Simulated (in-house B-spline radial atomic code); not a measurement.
## Ionising the iron ion Fe⁺ with different functionals

Computed with a B-spline radial code for spherical atoms: four-component Dirac-Coulomb Hamiltonian, Fermi nucleus of rms radius 3.7377 fm, spin-restricted, spherical fractional occupations for the functionals, and exact exchange of hybrids averaged over the configuration. The ionisation energy is the difference of two self-consistent energies, [Ar] 3d6 4s1 → [Ar] 3d6, without Breit or QED terms; ε is the level of the shell that loses the electron (mean over j).

```json
{"method": "BHandHLYP", "rung": "global hybrid", "ΔSCF (eV)": "16.00", "-ε(4s) (eV)": "14.09"}
{"method": "PBE0", "rung": "global hybrid", "ΔSCF (eV)": "?", "-ε(4s) (eV)": "?"}
{"method": "HSE06", "rung": "range-separated hybrid", "ΔSCF (eV)": "?", "-ε(4s) (eV)": "?"}
{"method": "wB97X", "rung": "range-separated hybrid", "ΔSCF (eV)": "15.95", "-ε(4s) (eV)": "15.60"}
```

Q: What does PBE0 give?

A: ΔSCF 15.96 eV, and -ε(4s) = 13.15 eV.

Q: What does HSE06 give?

A: ΔSCF 16.00 eV, and -ε(4s) = 12.83 eV.

Q: Among the functionals, which spreads more, the ΔSCF values or the orbital energies?

A: The orbital energies: ΔSCF values span about 0.05 eV and the orbital energies 2.77 eV; here energy differences depend much less on the functional than eigenvalues do.

Q: How do they compare with the NIST value?

A: NIST lists 16.199 eV (measured, ground level to ground level). Errors run from -0.25 to -0.19 eV; BHandHLYP is closest (-0.19 eV), but part of that can be cancellation, since the calculations leave out Breit-QED terms, spin polarisation, the choice among j levels, multiplet and fine-structure energies.
